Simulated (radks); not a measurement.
Task: Sr3+, 35 electrons, occupied as [Ar] 3d10 4s2 4p4 5s1 (not the ground configuration). Method: non-relativistic Kohn-Sham, SOGGA, spin-polarised, spherical densities, point nucleus; open shells are filled with parallel spins first (spin-orbit coupling, left out, can overturn this in heavy ions); relativity is left out, which matters for an element this heavy; computed with a radial shooting solver on a logarithmic mesh with Libxc functionals. Some entries of the table are withheld. Estimate them.

orbital  occ.  eigenvalue (eV)  r(max) (bohr)
1s up       1        -15639.89        0.02657
1s down     1        -15639.60        0.02657
2s up       1        -2120.667         0.1493
2s down     1        -2120.490         0.1493
2p up       3        -1936.001         0.1178
2p down     3        -1935.736         0.1179
3s up       1        -358.3630         0.4462
3s down     1        -358.0130         0.4463
3p up       3        -290.7497         0.4351
3p down     3        -290.3562         0.4352
3d up       5              (1)         0.3757
3d down     5              (2)         0.3757
4s up       1              (3)          1.194
4s down     1              (4)          1.191
4p up       3         -56.2196          1.291
4p down     1         -53.5692          1.289
5s up       1         -24.6079            (5)
5s down     0         -22.5807            (6)

Result: 
(1) 3d up eigenvalue (eV): -168.2139
(2) 3d down eigenvalue (eV): -167.7706
(3) 4s up eigenvalue (eV): -73.9952
(4) 4s down eigenvalue (eV): -71.3541
(5) 5s up r(max) (bohr): 2.869
(6) 5s down r(max) (bohr): 2.866
